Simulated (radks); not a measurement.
Values are calculated unless marked as measured or tabulated.
Task: Isoelectronic series with 10 electrons, all held in the configuration [Ne], which need not be the ground one along the series. Level of theory: scalar-relativistic Kohn-Sham, PBE, spin-polarised, spherical densities, point nucleus (a radial shooting solver on a logarithmic mesh with Libxc functionals). Total energies (hartree) and mean radii <r> (bohr):

| ion | E (hartree) | 2p | 2s | 1s |
|---|---|---|---|---|
| Ne | -129.01346 | 0.9815 | 0.8970 | 0.1579 |
| Mg2+ | -199.43515 | 0.6837 | 0.6949 | 0.1306 |
| Si4+ | -286.05692 | 0.5312 | 0.5642 | 0.1113 |
| S6+ | -388.89390 | 0.4356 | 0.4743 | 0.09684 |
| Ar8+ | -507.99391 | 0.3696 | 0.4088 | 0.08568 |
| Ca10+ | -643.42170 | 0.3211 | 0.3591 | 0.07679 |
| Ti12+ | -795.25498 | 0.2839 | 0.3200 | 0.06954 |
| Cr14+ | -963.58304 | 0.2545 | 0.2884 | 0.06351 |
| Fe16+ | -1148.50635 | 0.2305 | 0.2624 | 0.05841 |
| Ni18+ | -1350.13647 | 0.2106 | 0.2406 | 0.05405 |
| Zn20+ | -1568.59626 | 0.1939 | 0.2221 | 0.05027 |
| Ge22+ | -1804.02007 | 0.1796 | 0.2061 | 0.04697 |
| Se24+ | -2056.55415 | 0.1672 | 0.1922 | 0.04405 |
| Sr28+ | -2613.60000 | 0.1468 | 0.1691 | 0.03913 |
| Zr30+ | -2918.46776 | 0.1384 | 0.1594 | 0.03704 |
| Mo32+ | -3241.15891 | 0.1308 | 0.1506 | 0.03514 |
| Ru34+ | -3581.88672 | 0.1240 | 0.1428 | 0.03341 |
| Pd36+ | -3940.87988 | 0.1178 | 0.1356 | 0.03183 |
| Cd38+ | -4318.38335 | 0.1122 | 0.1291 | 0.03037 |
| Sn40+ | -4714.65934 | 0.1071 | 0.1231 | 0.02903 |

Estimate the row of Kr26+.

Result: E (hartree) -2326.35702; 2p 0.1564; 2s 0.1799; 1s 0.04145.
